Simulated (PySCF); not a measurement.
**Mo²⁺ (molybdenum, charge +2) across methods**

[Kr] 4d3 5s1, high-spin 5F determinant (an excited configuration). Computed with PySCF 2.14 in aug-cc-pwCVTZ-PP with ECP28MDF, with scalar relativity through the core potential.

```csv
method,E (hartree),mean ε 4p β (eV),mean ε 4d α (eV),mean ε 5s α (eV),Σ⟨r²⟩ (bohr²),⟨S²⟩
UHF,-66.41904,-67.112,-31.215,-22.312,32.04,6.005
TPSS,-66.8645,-59.228,-25.000,-19.805,31.75,6.001
wB97X-V,-66.8378,-64.091,-28.917,-22.492,31.75,6.001
LC-wPBE,-66.8955,-64.198,-29.456,-22.905,31.61,6.002
LDA,-66.6917,-58.978,-24.833,-20.283,31.82,6.000
PBE,-66.8804,-59.013,-24.923,-19.983,31.74,6.001
r2SCAN,-66.9145,-59.834,-25.466,-20.187,31.62,6.002
```

(1) Estimate the same row for PBE0.

Energies and moments cover only the electrons outside the core potential.

## Answers

(1) E (hartree) = -66.8705; mean ε 4p β (eV) = -61.373; mean ε 4d α (eV) = -26.665; mean ε 5s α (eV) = -20.683; Σ⟨r²⟩ (bohr²) = 31.72; ⟨S²⟩ = 6.001.
